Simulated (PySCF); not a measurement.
HIOPb, neutral, multiplicity 1. Atoms are numbered in the order given.

```xyz
4

Pb     0.2430     1.0123     0.0000
I     -0.0621    -1.8322     0.0000
O     -1.8292     1.4601     0.0000
H     -2.0040     2.4141     0.0000
```
Charge 0, spin multiplicity 1.

The structure is a stationary point at B3LYP-D3(BJ)/def2-SVP. The def2 effective core potentials stand for the cores of I, Pb; spin–orbit coupling is left out. One conformer was computed; it need not be the lowest.

These are PySCF 2.14.0 with TDDFT-M06-2X/def2-SVPD values and carry that method's errors.

Vertical excitations. Gas-phase values at a fixed geometry. State labels are in the subgroup Cs.

Computed lowest excited states:
| state | symmetry | energy (eV) | λ (nm) | f | main pairs |
|---|---|---|---|---|---|
| S1 | A" | 3.50 | 354 | 0.005 | HOMO→LUMO 80 %, HOMO−2→LUMO 18 % |
| S2 | A" | 3.77 | 329 | 0.005 | HOMO−2→LUMO 80 %, HOMO→LUMO 18 % |
| S3 | A' | 4.01 | 309 | 0.014 | HOMO−1→LUMO 93 % |
| S4 | A' | 4.86 | 255 | 0.015 | HOMO→LUMO+1 89 % |
| S5 | A" | 4.99 | 249 | 0.003 | HOMO−1→LUMO+1 88 % |
| S6 | A" | 5.20 | 238 | 0.006 | HOMO−4→LUMO 93 % |
| S7 | A' | 5.34 | 232 | 0.004 | HOMO−3→LUMO 72 %, HOMO−2→LUMO+2 11 % |
| S8 | A' | 5.64 | 220 | 0.288 | HOMO−2→LUMO+1 58 %, HOMO→LUMO+2 28 % |
| S9 | A" | 5.89 | 210 | 0.003 | HOMO−1→LUMO+2 90 % |
| S10 | A' | 6.00 | 207 | 0.186 | HOMO→LUMO+2 33 %, HOMO−2→LUMO+2 31 %, HOMO−3→LUMO 16 %, HOMO−2→LUMO+1 11 % |
| T1 | A" | 3.00 | 414 | 0 | HOMO−2→LUMO 65 %, HOMO→LUMO 28 % |
| T2 | A' | 3.58 | 346 | 0 | HOMO−1→LUMO 97 % |
| T3 | A" | 3.60 | 344 | 0 | HOMO→LUMO 70 %, HOMO−2→LUMO 29 % |
| T4 | A' | 4.35 | 285 | 0 | HOMO−2→LUMO+1 50 %, HOMO→LUMO+1 36 % |
Triplets are in the Tamm–Dancoff approximation, which puts them higher than full response would, so one can lie above its singlet here.
